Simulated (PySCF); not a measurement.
# Electron correlation in Ta⁺ (tantalum, charge +1)

[Xe] 4f14 5d3 6s1, high-spin 5F determinant. All numbers are calculated (PySCF 2.14, a scalar-relativistic core potential, in def2-TZVP with the def2 core potential (60 electrons) (6s4p3d1f, 40 functions)). Frozen: 5s2 5p6; 4 electrons correlated.

MP2 pair energies summed by pair of shells (mhartree):

```tsv
pair	energy	share (%)
5d-5d	-10.47	50.1
5d-6s	-10.45	49.9
```

Total MP2 correlation energy: -20.92 mhartree.

Same-spin part -20.92 and opposite-spin part 0.00 mhartree; SCS-MP2 scales them by 1/3 and 6/5 to -6.97 mhartree.
